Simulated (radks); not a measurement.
Valence configurations of Nb3+ (all share [Kr]). All-electron calculation, scalar-relativistic Kohn-Sham, SCAN, spin-polarised, spherical densities, finite nucleus; open shells are filled with parallel spins first (spin-orbit coupling, left out, can overturn this in heavy ions); meta-GGA in the generalised Kohn-Sham scheme; Fermi nuclear charge, rms radius 4.324 fm. Program: a radial shooting solver on a logarithmic mesh with Libxc functionals. Energies are relative to 4d2; eigenvalues in eV for spin up.

valence	E (eV)	moment (Bohr magnetons)	e(4d)	e(5p)	e(5s)
4d2	0.000	2	-31.203	-	-
4d1.5 5s0.5	2.985	2	-32.757	-	-26.835
4d1.5 5p0.5	5.963	2	-33.136	-21.015	-
4d1 5p1	12.129	2	-34.960	-22.389	-
4d0.5 5s1 5p0.5	12.339	2	-35.985	-22.968	-29.426
4d0.5 5s0.5 5p1	15.513	2	-36.386	-23.229	-29.481
5p2	25.414	2	-	-24.543	-

NIST lists [Kr] 4d2 as the ground configuration; this level of theory agrees among the configurations tried. The energies are those of spherical high-spin densities, not of single terms. No valid solution was reached for [Kr] 4d1 5s1; [Kr] 5s2.
